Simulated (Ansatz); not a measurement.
`N[B]([SiH3])[GaH2]` + `[BH2][GaH2]` → `BB(N)[SiH3]` + `[GaH2][GaH2]` at 400 K and 1 bar (redistribution).

Program: Ansatz. Geometries: PBE0-D4/def2-TZVP. ΔE: electronic, gas phase. CBS: MP2 limit from def2 TZ/QZ plus the TZ coupled-cluster correction, frozen cores. For Ga outer-core shells are correlated without core-valence functions, which leaves a few kJ/mol of doubt a bond. Scalar relativity is left out up to krypton. Each species was taken in one conformer, which may not be the lowest.

```tsv
species	CCSD(T)/CBS energy (Eh)	H − E (kJ/mol)	S (J/(mol·K))
`N[B]([SiH3])[GaH2]`	-2296.72771	219.1	412.6
`[BH2][GaH2]`	-1951.07352	105.9	290.8
`BB(N)[SiH3]`	-397.57337	233.5	376.5
`[GaH2][GaH2]`	-3850.24627	92.8	321.0
```

H − E and S are ideal-gas, rigid-rotor, harmonic terms from PBE0-D4/def2-TZVP, for one conformer and one mirror image of each species. 1 Eh = 2625.50 kJ/mol, R = 8.31446 J/(mol·K).

Task: By hand: ΔE, ΔH, ΔS and ΔG.

Result: ΔE = (-397.57337) + (-3850.24627) − (-2296.72771) − (-1951.07352) = -0.01841 Eh = -48.3 kJ/mol. Δ(H − E) = 233.5 + 92.8 − 219.1 − 105.9 = 1.3, so ΔH = -47.0 kJ/mol. ΔS = 376.5 + 321.0 − 412.6 − 290.8 = -5.9 J/(mol·K). ΔG = -47.0 − 400 × (-5.9)/1000 = -44.6 kJ/mol.

Task: By hand: the equilibrium constant, and the temperature at which ΔG would vanish if ΔH and ΔS stayed fixed.

Result: log₁₀ K = −ΔG/(RT ln 10) = 5.8. ΔG = 0 at ΔH/ΔS = 7966 K, far beyond where these terms or the molecules hold.

The number of gas molecules stays the same, so ΔS is small and ΔH decides. A doubt of 5 kJ/mol in ΔE shifts log₁₀ K by 0.7 here. Other conformers and mirror images would add mixing entropy, several J/(mol·K) or more a flexible species. Modes under 60 cm⁻¹, often nearly free rotors, make the harmonic entropy too high. These are equilibria of isolated gas molecules and say nothing of rates. Largest T1 diagnostic: 0.014 (customary marks: 0.02 for closed shells, 0.045 for open ones).
